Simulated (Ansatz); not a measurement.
C₂H₁₁NSSi₂ (SMILES C[SiH](C)S[SiH2]N), singlet, geometry from GFN2-xTB, with bond 13-3 at 2.4 times its length; SC-NEVPT2/STO-3G, CASSCF(6,6) run with Ansatz (an electronic-structure program).

The Ansatz input:
Ansatz 0.2 input:
```yaml
crystal:
  periodic: [false, false, false]
  atoms:
    - {symbol: Si, position_ang: [-1.57067003, 0.01718163, -0.08424956]}
    - {symbol: C, position_ang: [-1.67533056, -1.05705391, 1.47801731]}
    - {symbol: C, position_ang: [-2.70629195, -0.63259392, -1.45284404]}
    - {symbol: S, position_ang: [0.42574330, -0.03933975, -0.90406081]}
    - {symbol: Si, position_ang: [1.70031874, 0.48931509, 0.75984777]}
    - {symbol: N, position_ang: [3.30993786, 0.81178421, 0.25899799]}
    - {symbol: H, position_ang: [-1.86268237, 1.41680580, 0.24578654]}
    - {symbol: H, position_ang: [-1.34387773, -2.07327387, 1.28132112]}
    - {symbol: H, position_ang: [-2.69498010, -1.10751423, 1.84710065]}
    - {symbol: H, position_ang: [-1.05375455, -0.65645746, 2.27397551]}
    - {symbol: H, position_ang: [-3.74602494, -0.59376448, -1.14344336]}
    - {symbol: H, position_ang: [-2.46951180, -1.66207563, -1.70598348]}
    - {symbol: H, position_ang: [-2.45831382, 0.78328433, -3.62503525]}
    - {symbol: H, position_ang: [1.76136707, -0.65015689, 1.66327748]}
    - {symbol: H, position_ang: [1.17613606, 1.71188276, 1.35109834]}
    - {symbol: H, position_ang: [3.86180293, 0.03900280, -0.07908435]}
    - {symbol: H, position_ang: [3.46768810, 1.61207553, -0.33355208]}
basis:
  gaussian:
    orbitals: STO-3G
magnetization: {spin_polarized: false}
correlation: {method: sc_nevpt2, electrons: all, active_space: {window: {electrons: 6, orbitals: 6}}}
```

### Question
Predict the main parts of the log of this Ansatz run.

### Answer

```
Functional definition: HF
649 factors; integrals over basis functions are off by at most 4.0e-5 eV
mean field evaluation 1: about -29901.9432 eV, gradient 3.0e1 eV
mean field evaluation 2: about -29902.0779 eV, gradient 3.0e1 eV
mean field evaluation 4: about -29907.3874 eV, gradient 5.5e0 eV
mean field evaluation 8: about -29907.5315 eV, gradient 2.6e-4 eV
mean field -29907.52771242 eV, -1099.0813713809 hartree, gradient 1.4e-6 eV, S^2 0.000000; 0 other end points of the search recorded, 0 dependent functions left out; unrestricted orbitals would lower it
reference -29907.52771242 eV, -1099.0813713809 hartree; 37, 37 occupied and 16, 16 virtual orbitals, 649 factors
state -29913.43920055 eV, -1099.2986145630 hartree
state -29913.43920055 eV, -1099.2986145630 hartree; corrected -29919.10427944 eV, -1099.5068023720 hartree
state -29913.16044927 eV, -1099.2883706423 hartree
state -29913.16044927 eV, -1099.2883706423 hartree; corrected -29918.98162414 eV, -1099.5022948731 hartree
state -29913.43920055 eV, -1099.2986145630 hartree; corrected -29919.10427944 eV, -1099.5068023720 hartree
state -29913.16055102 eV, -1099.2883743815 hartree
state -29913.16055102 eV, -1099.2883743815 hartree; corrected -29918.95522766 eV, -1099.5013248203 hartree
state -29913.43920055 eV, -1099.2986145630 hartree; corrected -29919.10427944 eV, -1099.5068023720 hartree
state -29913.19552879 eV, -1099.2896597910 hartree
state -29913.19552879 eV, -1099.2896597910 hartree; corrected -29918.99541274 eV, -1099.5028015948 hartree
state -29913.43920055 eV, -1099.2986145630 hartree; corrected -29919.10427944 eV, -1099.5068023720 hartree
state -29913.40634745 eV, -1099.2974072337 hartree
state -29913.40634745 eV, -1099.2974072337 hartree; corrected -29919.07215553 eV, -1099.5056218402 hartree
state -29913.43920055 eV, -1099.2986145630 hartree; corrected -29919.10427944 eV, -1099.5068023720 hartree
2 active orbitals were swapped for others, from the solution at -29913.16037636 eV, -1099.2883679630 hartree to that at -29913.16047199 eV, -1099.2883714771 hartree; typed "places" are swapped only where nearly empty or full, and so, without "given_window_search", are "orbital_numbers", "shells" and a window whose orbitals a file names under [Active]
2 active orbitals were swapped for others, from the solution at -29913.16047199 eV, -1099.2883714771 hartree to that at -29913.19544913 eV, -1099.2896568633 hartree; typed "places" are swapped only where nearly empty or full, and so, without "given_window_search", are "orbital_numbers", "shells" and a window whose orbitals a file names under [Active]
2 active orbitals were swapped for others, from the solution at -29913.19544913 eV, -1099.2896568633 hartree to that at -29913.40628096 eV, -1099.2974047904 hartree; typed "places" are swapped only where nearly empty or full, and so, without "given_window_search", are "orbital_numbers", "shells" and a window whose orbitals a file names under [Active]
2 active orbitals were swapped for others, from the solution at -29913.40628096 eV, -1099.2974047904 hartree to that at -29913.43914165 eV, -1099.2986123982 hartree; typed "places" are swapped only where nearly empty or full, and so, without "given_window_search", are "orbital_numbers", "shells" and a window whose orbitals a file names under [Active]
Total energy: -29919.10427944 eV, -1099.5068023720 hartree
```
